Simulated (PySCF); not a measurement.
**Two-component Hartree-Fock for Hg(34+) (mercury, charge +34)**

Start: [Kr] 4d10. Calculated with PySCF 2.14 in an even-tempered Gaussian basis (17 s from 3.5 bohr⁻², ratio 2.8; 14 p from 4.6 bohr⁻², ratio 2.8; 9 d from 4.6 bohr⁻², ratio 2.8; 3 f from 22 bohr⁻², ratio 3): generalised Hartree-Fock with the X2C-1e Hamiltonian and a Gaussian nucleus; one run each with spin-orbit coupling (SO) switched off, then screened by Boettger's factors.

```
spinor shell  electrons  ε, spin-free (eV)  ε, screened SO (eV)  weight of nominal j (screened SO)  rms radius, screened SO (bohr)
       1s1/2          2           -84901.5             -84868.7                              1.000                          0.0187
       2s1/2          2           -16306.0             -16295.8                              1.000                          0.0756
       2p1/2          2           -14258.8             -15663.5                              1.000                          0.0640
       2p3/2          4           -14258.8             -13711.8                              1.000                          0.0721
       3s1/2          2            -4952.7              -4949.6                              1.000                           0.192
       3p1/2          2            -4351.6              -4669.1                              1.000                           0.184
       3p3/2          4            -4351.6              -4225.6                              1.000                           0.199
       3d3/2          4            -3712.5              -3768.0                              1.000                           0.174
       3d5/2          6            -3712.5              -3673.4                              1.000                           0.179
       4s1/2          2            -2036.5              -2035.6                              1.000                           0.399
       4p1/2          2            -1816.3              -1909.4                              1.000                           0.401
       4p3/2          4            -1816.3              -1778.6                              1.000                           0.430
       4d3/2          4            -1560.6              -1576.3                              1.000                           0.422
       4d5/2          6            -1560.6              -1549.7                              1.000                           0.430
```

| quantity | spin-free | screened SO |
| --- | --- | --- |
| E (hartree) | -18986.68755 | -19018.79389 |
| M_J | 0 | 0 |
| ⟨J²⟩ | 0.000 | 0.000 |
| ⟨L²⟩ | 0.000 | 0.119 |
| ⟨S²⟩ | 0.000 | 0.119 |

Breit and QED terms are absent; they matter most for the inner s and p1/2 levels.

Densities and radii are taken from the X2C orbitals without a picture-change correction, which distorts them close to the nucleus.

Without spin-orbit coupling the j labels of p, d and f shells carry no meaning; the spin-free column gives the mean over the occupied spinors of each nl shell.
